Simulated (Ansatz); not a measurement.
Computed with Ansatz on PBE0-D4/def2-TZVP structures; ΔE is electronic, products minus reactants. CCSD(T)/CBS is the MP2 limit (def2-TZVPP, def2-QZVPP) plus CCSD(T) − MP2 in def2-TZVPP, frozen cores. This one scheme is used for every species. Functionals use def2-TZVPP. For Zn outer-core shells are correlated without core-valence functions, which leaves a few kJ/mol of doubt a bond. Scalar relativity is left out up to krypton. One conformer a species, not always the lowest.

Consider the cleavage of the Zn–B bond: `CO[BH][ZnH]` + CH₃OH → `C[O][ZnH]` + `BOC`.

CCSD(T)/CBS gives -17.1 kcal/mol.

(1) Another level gave -16.4 kcal/mol. Which?
A. LC-ωPBE/def2-TZVPP
B. B2PLYP/def2-TZVPP
C. HF/def2-TZVPP
D. PBE-D4/def2-TZVPP

(2) What do rigid-rotor, harmonic-oscillator terms from PBE0-D4/def2-TZVP frequencies (298.15 K, 1 bar) make of the CCSD(T)/CBS value? (Best estimate.)

Largest T1 diagnostic among the species: 0.017.

Answers

(1) A. LC-ωPBE -16.4, B2PLYP -18.1, PBE-D4 -14.3, HF/def2-TZVPP -19.7 kcal/mol.

(2) The calculation gave: ΔZPE = -0.9 kcal/mol, ΔH = -18.2 kcal/mol, ΔS = 4 J/(mol·K), ΔG = -18.5 kcal/mol.

At CCSD(T), def2-SVP lies −1.0 kcal/mol from the extrapolated value and def2-TZVPP +0.2 kcal/mol. In def2-TZVPP, CCSD(T) changes the Hartree–Fock value by +2.8 kcal/mol (the triples alone add +0.3 kcal/mol) and MP2 by +1.3 kcal/mol.
